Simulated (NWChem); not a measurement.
Atomisation of germanium monotelluride (GeTe)

```
Ge
Te 1 2.3757
```
Charge 0, spin multiplicity 1.

Program: NWChem. Structure: optimised with PBE/def2-SVP with def2 effective core potentials on Te, a minimum by its harmonic frequencies.

Basis set: def2-TZVP. The atomisation energy is electronic alone: no zero-point, thermal, spin-orbit or counterpoise terms. No value is extrapolated to the basis-set limit. Free atoms are single determinants with multiplicities Ge 3, Te 3. Correlated methods freeze the same cores in atoms and molecule, 13 orbitals in all.

Relative cost: rough, from shared machines, SCF included, HF = 1. Costs are the molecule's.

Effective core potentials replace the inner electrons of Te; spin-orbit coupling is left out. B3LYP has NWChem's definition, with VWN1-RPA local correlation. No SCF solution was tested for a lower state. Open-shell Hartree-Fock references start from PBE0 orbitals; any time given for them includes that run. No row is a measurement; the coupled-cluster row has its own basis-set and correlation limits.

```tsv
method	atomisation energy (kcal/mol)	relative cost
PBE0	___	under 3
HF	48.3	1
PBE	109.0	under 3
BP86	109.1	under 3
B3LYP	___	under 3
BHandHLYP	91.4	under 3
r2SCAN	103.3	under 3
CCSD(T)	99.8	10
MP2	104.0	under 3
```

Question: Complete the blanks.

Answer: 
- PBE0, atomisation energy (kcal/mol): 100.8
- B3LYP, atomisation energy (kcal/mol): 101.3
